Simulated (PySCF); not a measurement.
**Zn(12+) (zinc, charge +12) across methods**

[Ar], closed-shell 1S. Calculation: PySCF 2.14, in an uncontracted even-tempered set (17 s from 0.81 bohr⁻², ratio 2.5; 11 p from 1.1 bohr⁻², ratio 2.5; 5 d from 7 bohr⁻², ratio 2.7; 4 f from 11 bohr⁻², ratio 2.7); the non-relativistic Hamiltonian (point nucleus).

| method | E (hartree) | mean ε 2p (eV) | mean ε 3s (eV) | mean ε 3p (eV) | Σ⟨r²⟩ (bohr²) | ⟨S²⟩ |
| --- | --- | --- | --- | --- | --- | --- |
| LDA | -1715.246 | -1373.8 | -443.14 | -399.93 | 3.845 | 0.000 |
| BP86 | -1718.494 | -1374.7 | -444.14 | -400.33 | 3.837 | 0.000 |
| UHF | -1717.47836 | -1436.1 | -471.43 | -417.63 | 3.850 | 0.000 |
| PBE0 | -1718.074 | -1390.1 | -451.28 | -404.96 | 3.842 | 0.000 |
| r2SCAN | -1718.279 | -1382.1 | -447.53 | -401.78 | 3.843 | 0.000 |
| TPSSh | -1718.362 | -1381.9 | -448.17 | -402.53 | 3.842 | 0.000 |
| PBE | -1718.001 | -1374.3 | -443.99 | -400.17 | 3.841 | 0.000 |
